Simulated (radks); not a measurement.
Ionisation of neutral tin, [Kr] 4d10 5s2 5p2, to [Kr] 4d10 5s2 5p1 as the strength of local exchange is varied. Calculated with a radial shooting solver on a logarithmic mesh with Libxc functionals: Dirac Kohn-Sham, Slater X-alpha exchange (alpha = 2/3 is LDA exchange), no correlation, spin-unpolarised, spherical densities, point nucleus; open shells fill j = l - 1/2 first.

alpha,E(Sn) (hartree),exchange (hartree),IE (eV),-e of the level emptied (eV),<r> of it (bohr)
0.567,-6145.78835,-131.32956,5.607,2.496 (5p1/2),3.377
0.667,-6168.99365,-155.06672,6.298,3.069 (5p1/2),3.235
0.81,-6202.32684,-189.30852,7.353,3.971 (5p1/2),3.063
0.856,-6213.08678,-200.39770,7.708,4.281 (5p1/2),3.013
0.904,-6224.33393,-212.00754,8.087,4.614 (5p1/2),2.964
0.933,-6231.13867,-219.04086,8.320,4.820 (5p1/2),2.935
0.947,-6234.42629,-222.44139,8.433,4.921 (5p1/2),2.922
1.003,-6247.59362,-236.07693,8.894,5.332 (5p1/2),2.870

NIST Atomic Spectra Database: 7.344 eV (measured). The Delta-SCF value meets it near alpha = 0.81. Spin polarisation and multiplet splitting are left out, so open shells lie too high by an amount that depends on their filling.

Beside tabulated values, note that spin-unpolarised runs miss the spin-polarisation part of the exchange energy of open shells.
